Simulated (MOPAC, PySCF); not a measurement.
Lewis adduct: AlH3 (SMILES [AlH3]) (first 4 atoms) with H2O (SMILES O); geometry from B3LYP-D3(BJ)/def2-TZVP, rigid monomers moved along the line of their centres of mass till Al1···O5 is 2.35 Å.
(charge 0, multiplicity 1):
```xyz
7

Al    -0.021     0.218     0.326
H      0.603    -0.935    -0.566
H     -1.608     0.386     0.337
H      0.869     1.510     0.619
O      0.128    -0.656     2.503
H     -0.737    -0.758     2.920
H      0.676    -0.112     3.082
```

Monomers are frozen at their geometry in the pair; levels with a basis set take the counterpoise correction. Rows marked so take none.

Rows in 6-311+G**, STO-3G carry no dispersion term and start afresh at each structure. The state that PM7 reach isn't checked; PM7 holds dispersion and hydrogen-bond terms.

Codes used: MOPAC for PM7 (differences of heats of formation); PySCF for 6-311+G** rows, STO-3G rows. Each number belongs to the level named beside it.

One of these levels gives -76.0 kJ/mol for the interaction energy. Name it.
(A) PM7
(B) HF/STO-3G (no counterpoise)
(C) B3LYP/6-311+G** (no counterpoise)

C, B3LYP/6-311+G** (no counterpoise). The others give -90.5 (PM7), -112.8 (HF/STO-3G (no counterpoise))
